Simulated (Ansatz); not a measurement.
`Cc1cccc(C)c1` and `Cc1ccccc1` differ in one atom or group.

Ansatz, PBE0-D4/def2-TZVP geometries, multiplicity 1. 

```csv
property,`Cc1cccc(C)c1`
HOMO energy (ωB97M-V/def2-TZVPP) / eV,-8.83
LUMO energy (ωB97M-V/def2-TZVPP) / eV,1.89
size of the dipole moment (B3LYP/def2-TZVPP) / D,0.36
LUMO energy (PBE0/def2-TZVPP) / eV,-0.08
HOMO–LUMO gap (PBE0/def2-TZVPP) / eV,6.68
size of the dipole moment (PBE/def2-TZVPP) / D,0.38
```

Question: What does the change do to each property? (Estimate.)

Answer: Computed: 
| property | `Cc1ccccc1` | shift |
| --- | --- | --- |
| HOMO energy (ωB97M-V/def2-TZVPP) / eV | -9.02 | -0.19 |
| LUMO energy (ωB97M-V/def2-TZVPP) / eV | 1.85 | -0.04 |
| size of the dipole moment (B3LYP/def2-TZVPP) / D | 0.38 | 0.02 |
| LUMO energy (PBE0/def2-TZVPP) / eV | -0.15 | -0.07 |
| HOMO–LUMO gap (PBE0/def2-TZVPP) / eV | 6.80 | 0.12 |
| size of the dipole moment (PBE/def2-TZVPP) / D | 0.40 | 0.02 |

With PBE0 the HOMO falls by 0.19 eV and the LUMO falls by 0.07 eV, so the gap widens by about 0.12 eV. PBE moves the HOMO by -0.18 eV and ωB97M-V by -0.19 eV. Dipoles are sizes alone; their direction can turn.

B3LYP here is the variant with VWN-RPA as its local correlation; programs differ in this.

Positive LUMOs are unbound, so they and the gaps depend on the basis.
